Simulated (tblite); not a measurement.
Parent: `[CH3:1][CH2:2][CH:3]1[C@@H:4]([F:5])[C@@H:6]1[F:7]` with C1–C2–C3–C4 84°, C5H8F2.

Computed geometry: GFN2-xTB, gas phase. One conformer each, not checked by frequencies here.

| coordinate of the parent | value |
| --- | --- |
| C1–C2 | 1.526 Å |
| C2–C3 | 1.512 Å |
| C3–C4 | 1.505 Å |
| C4–F5 | 1.362 Å |
| C4–C6 | 1.496 Å |
| C6–F7 | 1.362 Å |
| C3–C6 | 1.501 Å |
| C1–C2–C3 | 111.0° |
| C2–C3–C4 | 120.6° |
| C2–C3–C6 | 120.3° |
| C4–C3–C6 | 59.7° |
| C3–C4–F5 | 118.9° |
| C3–C4–C6 | 60.0° |
| F5–C4–C6 | 117.4° |
| C4–C6–F7 | 117.7° |
| C3–C6–C4 | 60.3° |
| C3–C6–F7 | 118.8° |

**Question.** How does the shared frame change in `[CH3:1][O:2][CH2:3][C@@H:4]([CH3:5])[C@H:6]1[C@H:7]([F:8])[C@@H:9]1[F:10]` with C1–O2–C3–C4 175°, O2–C3–C4–C5 167°, C3–C4–C6–C7 73°, C7H12F2O? Atoms pair as C1 = C5, C2 = C4, C3 = C6, C4 = C9, F5 = F10, C6 = C7, F7 = F8 (parent first).

**Answer.** 
| parent | relative | value in the relative | change |
| --- | --- | --- | --- |
| C1–C2 | C5–C4 | 1.527 Å | +0.001 |
| C2–C3 | C4–C6 | 1.515 Å | +0.003 |
| C3–C4 | C6–C9 | 1.501 Å | -0.004 |
| C4–F5 | C9–F10 | 1.359 Å | -0.003 |
| C4–C6 | C9–C7 | 1.500 Å | +0.004 |
| C6–F7 | C7–F8 | 1.358 Å | -0.004 |
| C3–C6 | C6–C7 | 1.501 Å | 0.000 |
| C1–C2–C3 | C5–C4–C6 | 110.2° | -0.8 |
| C2–C3–C4 | C4–C6–C9 | 121.1° | +0.5 |
| C2–C3–C6 | C4–C6–C7 | 121.4° | +1.1 |
| C4–C3–C6 | C9–C6–C7 | 60.0° | +0.3 |
| C3–C4–F5 | C6–C9–F10 | 118.3° | -0.6 |
| C3–C4–C6 | C6–C9–C7 | 60.0° | 0.0 |
| F5–C4–C6 | F10–C9–C7 | 119.4° | +2.0 |
| C4–C6–F7 | C9–C7–F8 | 119.0° | +1.3 |
| C3–C6–C4 | C6–C7–C9 | 60.0° | -0.3 |
| C3–C6–F7 | C6–C7–F8 | 118.0° | -0.8 |

Of the parent's bonds, C2–C3, C3–C4, C4–F5, C4–C6 and C6–F7 change most and about equally (-0.004 to +0.004 Å). Bonds of the relative outside the shared frame: C1–O2 1.404, O2–C3 1.408, C3–C4 1.531 Å. Point group C1 → C1.
